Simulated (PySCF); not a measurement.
Species: I3Si(SH), HI3SSi.
SMILES: `[Si](I)(S)(I)I`

Computed with PBE0-D3(BJ)/def2-SVP geometry optimisation, gas phase, def2 core potentials past Kr (PySCF 2.14.0).

Take the most abundant isotopes and a rigid rotor. 

(1) Give the principal moments of inertia and the rotational constants in MHz.

(2) What kind of rotor is it?

(3) What does the inertial defect say?

(4) Give the other two planar moments, Paa and Pbb, and the rms extents of the mass along the axes.

(5) Give the coordinates in the principal-axis frame, origin at the centre of mass.

(6) Which types of transition are allowed, and where do some lines up to J = 4 fall?

(7) Estimate the classical rotational partition function at 10 K, 298.15 K and 500 K.

Results:

(1) Ia = 1264.45, Ib = 1299.86, Ic = 2024.26 u·Å²; 505379 MHz·u·Å²/I gives A = 399.7, B = 388.8, C = 249.7 MHz.

(2) An asymmetric top; Ray's κ = 0.855.

(3) Not planar: Δ = Ic − Ia − Ib = -540.05 u·Å². For a rigid frame Δ = −2 Σ m c², so Σ m c² = 270.03 u·Å² lies off the ab plane: 8.34 from hydrogen and 261.68 from heavier atoms. The atom farthest from that plane is 2.88 Å away.

(4) Paa = Σ m a² = (Ib + Ic − Ia)/2 = 1029.84 and Pbb = Σ m b² = (Ia + Ic − Ib)/2 = 994.42 u·Å². With the mass M = 441.67 u, the rms extents √(P/M) along a, b and c are 1.53, 1.50, 0.78 Å.

(5) The sense of each axis is arbitrary; atoms in the order of the calculation.
| atom | mass (u) | a (Å) | b (Å) | c (Å) |
| --- | --- | --- | --- | --- |
| S1 | 31.972 | 0.237 | 0.005 | -2.655 |
| Si2 | 27.977 | 0.023 | 0.000 | -0.538 |
| I3 | 126.904 | -1.165 | 1.987 | 0.250 |
| I4 | 126.904 | -1.194 | -1.971 | 0.247 |
| I5 | 126.904 | 2.304 | -0.017 | 0.314 |
| H6 | 1.008 | -1.098 | 0.021 | -2.877 |

(6) The dipole components are |μa| = 0.80 D, |μb| = 0.00 D, |μc| = 0.50 D; the mirror of this Cs structure is the ac plane, so μb vanishes by symmetry (the 0.01 D computed is a residue) and there are no b-type lines. Intensities carry the squares of the components, which stand as 1.00 : 0.39 (a : c). Some lines, for components of 0.1 D or more:

```csv
type,branch,"J(Ka,Kc)",MHz,lower level (cm⁻¹)
a,Q,"4(3,1) ← 4(3,2)",380,0.244
a,Q,"2(1,1) ← 2(1,2)",417,0.060
a,Q,"4(2,2) ← 4(2,3)",716,0.220
a,Q,"3(1,2) ← 3(1,3)",720,0.114
a,R,"2(1,1) ← 1(1,0)",1416,0.026
c,R,"2(1,1) ← 1(0,1)",1566,0.021
c,R,"2(2,0) ← 1(1,0)",1578,0.026
a,R,"3(1,3) ← 2(1,2)",1642,0.060
a,R,"3(0,3) ← 2(0,2)",1643,0.060
a,R,"3(2,2) ← 2(2,1)",1915,0.075
a,R,"4(1,4) ← 3(1,3)",2142,0.114
a,R,"3(2,1) ← 2(2,0)",2188,0.079
c,R,"3(1,2) ← 2(0,2)",2363,0.060
c,R,"3(3,0) ← 2(2,0)",2368,0.079
a,R,"4(2,3) ← 3(2,2)",2429,0.139
a,R,"4(3,2) ← 3(3,1)",2688,0.154
a,R,"4(2,2) ← 3(2,1)",2744,0.152
c,R,"4(1,3) ← 3(0,3)",3153,0.114
c,R,"4(3,2) ← 3(2,2)",3154,0.139
c,R,"4(4,0) ← 3(3,0)",3160,0.158
```

(7) Point group Cs, symmetry number σ = 1; q = (√π/σ)·√((kT/h)³/(ABC)), k/h = 20836.6 MHz/K: 27100 at 10 K, 4410000 at 298.15 K, 9570000 at 500 K.

Not checked by PBE0-D3(BJ)/def2-SVP frequencies. Zero-point vibration and centrifugal distortion are left out. Quadrupole hyperfine structure (127I) is left out.

On an Arm Neoverse V1 with one thread, no GPU, shared host with 32 logical CPUs at a one-minute load of 13, this took 96 s and 0.59 GiB of memory at its peak. That covers the optimisation of the geometry.

Shape of the structure used: `[SH:1][Si:2]([I:3])([I:4])[I:5]`: H–S1–Si2–I3 -60°.
